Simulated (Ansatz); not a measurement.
A run on `[GaH2][CH]1BO1` with other settings.

```yaml
crystal:
  periodic: [false, false, false]
  atoms:
    - {symbol: Ga, position_ang: [-0.822735, 1.189067, -0.479800]}
    - {symbol: C, position_ang: [0.503669, 0.048890, 0.386567]}
    - {symbol: B, position_ang: [0.461415, -1.471307, 0.366884]}
    - {symbol: O, position_ang: [1.285884, -0.924521, -0.508635]}
    - {symbol: H, position_ang: [-1.282451, 0.848954, -1.937663]}
    - {symbol: H, position_ang: [-1.433141, 2.379400, 0.338867]}
    - {symbol: H, position_ang: [1.163046, 0.486837, 1.137039]}
    - {symbol: H, position_ang: [0.124303, -2.557330, 0.696741]}
basis:
  gaussian: {orbitals: def2-TZVP}
hamiltonian: {xc: {name: LC-wPBE}}
output: {forces: true}
```

```sh
$ ansatz run in.yaml --threads 2 --pin off --events-out ev --progress --plain --max-ram 4352MiB
```

Shortened log:

```
Functional definition: LC-wPBE
1044 factors; their error is unknown
349 factors; integrals over basis functions are off by at most 1.8e-5 eV
mean field evaluation 1: about -56189.6994 eV, gradient 5.2e1 eV
mean field evaluation 2: about -56188.7039 eV, gradient 6.4e1 eV
mean field evaluation 4: about -56194.4955 eV, gradient 3.5e0 eV
mean field evaluation 8: about -56194.5198 eV, gradient 7.4e-2 eV
mean field evaluation 16: about -56194.4946 eV, gradient 8.4e-5 eV
mean field -56194.49457712 eV, -2065.1095857128 hartree, gradient 8.4e-5 eV, S^2 0.000000; 0 other end points of the search recorded, 0 dependent functions left out
reference -56194.49457713 eV, -2065.1095857131 hartree; 27, 27 occupied and 138, 138 virtual orbitals, 1044 factors
Total energy: -56194.49457713 eV, -2065.1095857131 hartree
Atom 0 at    -0.822735     1.189067    -0.479800 Å, force     0.020097    -0.049143     0.015962 eV/Å
Atom 1 at     0.503669     0.048890     0.386567 Å, force     0.012155    -0.170105    -0.207552 eV/Å
Atom 2 at     0.461415    -1.471307     0.366884 Å, force     0.029708     0.138585    -0.027047 eV/Å
Atom 3 at     1.285884    -0.924521    -0.508635 Å, force    -0.183571     0.182569     0.194797 eV/Å
Atom 4 at    -1.282451     0.848954    -1.937663 Å, force     0.063185     0.057837     0.200936 eV/Å
Atom 5 at    -1.433141     2.379400     0.338867 Å, force     0.084622    -0.160112    -0.120531 eV/Å
Atom 6 at     1.163046     0.486837     1.137039 Å, force    -0.031792    -0.031877    -0.052978 eV/Å
Atom 7 at     0.124303    -2.557330     0.696741 Å, force     0.005596     0.032246    -0.003588 eV/Å
Dipole moment:    -0.129798     0.022509     0.236924 e Å
```

It took 2.5 s on 2 threads of an Intel Xeon Platinum 8488C on a shared host, with 0.38 GiB of host memory at the peak.
